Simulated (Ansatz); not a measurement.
A trace of molecular dynamics of Cl$_{4}$H$_{4}$HfOSi (11 atoms, charge 0, multiplicity 1).

Computed with RHF/def2-SVP (Ansatz 0.2.0).

| Item | Value |
| --- | --- |
| ensemble | NVE (velocity Verlet) |
| starting velocities drawn for | 300 K |
| seed | 2301 |

```tsv
time (fs)	T (K)	potential energy less start (eV)	conserved less start (meV/atom)
0	300	0.000	0.00
4	229	0.083	0.03
8	202	0.115	0.03
12	280	0.023	0.03
16	412	-0.130	0.02
20	489	-0.220	0.01
24	452	-0.176	0.02
28	420	-0.139	0.02
32	416	-0.134	0.02
36	407	-0.124	0.01
40	345	-0.052	0.03
44	352	-0.060	0.03
48	446	-0.170	0.02
52	541	-0.280	0.02
56	559	-0.301	0.02
60	585	-0.331	0.03
64	661	-0.419	0.01
68	664	-0.423	0.02
72	610	-0.360	0.02
76	550	-0.291	0.03
80	546	-0.286	0.02
84	567	-0.310	0.02
88	567	-0.311	0.03
92	555	-0.296	0.02
96	553	-0.294	0.03
100	610	-0.360	0.02
```

Task: Is this trajectory sound?

Result: The conserved energy stayed within 0.035 meV per atom of its start (net change 0.02 meV per atom), so the integration is sound. The kinetic energy rose, since the run started high on the potential surface and went downhill. It ends in pieces (Cl3H3HfOSi + ClH), so much of that is their flight and rotation, not heat. A run of 0.1 ps of so small a system gives no equilibrium averages. The orbitals stay closed-shell, which can raise the energy where a bond breaks towards radicals; this wasn't checked here. The time step was 0.5 fs.

Run time: 7.2 min on 4 threads of AMD EPYC 7R13 Processor (Zen 3), with other jobs on the host, peak memory 0.56 GiB.
